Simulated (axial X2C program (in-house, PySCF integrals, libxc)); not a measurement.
# Levels of SnTe⁻ by electron attachment to SnTe (EOM-EA-CCSD)

Computed with an axial X2C code built on PySCF integrals: two-component X2C with atomic mean-field Coulomb and Gaunt terms, Gaussian nuclei, basis Te dyall-acv3z, Sn dyall-acv3z with contracted cores.

R = 2.428 Å (0.960 times 2.529 Å, the PBE0 minimum at charge 0 for the lowest determinant).

Levels of SnTe⁻ obtained by attaching an electron to SnTe:

| Ω | binding energy (eV) | above lowest (cm⁻¹) | attached spinor | one-particle weight |
| --- | --- | --- | --- | --- |
| 1/2 | 0.791 | 0 | 57% Sn pπ, 14% Te dπ, 11% Sn dπ | 0.94 |
| 3/2 | 0.553 | 1922 | 55% Sn pπ, 14% Te dπ, 14% Sn dπ | 0.95 |
| 1/2 | -0.588 | 11123 | 77% Sn pσ, 11% Sn sσ, 7% Te pσ | 0.98 |
| 1/2 | -0.672 | 11795 | 69% Sn sσ, 8% Te sσ, 7% Sn pσ | 0.98 |
| 1/2 | -0.905 | 13676 | 91% Sn pπ | 0.99 |
| 3/2 | -0.930 | 13881 | 91% Sn pπ | 0.99 |
| 1/2 | -1.588 | 19189 | 74% Te pσ, 9% Te dσ, 8% Sn pσ | 0.98 |

What is the splitting of the first π pair in the table, and is it regular or inverted?

E(3/2) − E(1/2) = 1922 − 0 = 1922 cm⁻¹ at EOM-EA-CCSD: regular, Ω = 1/2 lower. Splittings at this level can be off by ten to twenty per cent.

Negative binding energies belong to unbound states, resonances or levels that the basis set holds; within some tenths of an eV of zero the sign is not settled.

This point took 23 s on 1 thread of Arm Neoverse N1, with other jobs on the host.

Reference electrons by ω block (each with its −ω partner): 1/2: 32, 3/2: 15, 5/2: 4. 10 electrons of SnTe correlated (inner shells frozen), 92 natural virtual spinors (a truncated set); levels can be off by some tenths of an eV. Roots sought by Ω: (1/2: 5, 3/2: 4, 5/2: 2, 7/2: 1); rows need 60 % one-particle weight and stop where some Ω has no more roots. Missing are any skipped roots, higher Ω and states of a further excitation; these come out far too high here and may in truth be low or lowest. T1 of the reference 0.025 (Lee–Taylor). Number of frozen shells: Te 4 s, 3 p, 2 d; Sn 4 s, 3 p, 2 d. Large amplitudes in the reference (orbital relaxation or multireference character) lower the reliability.
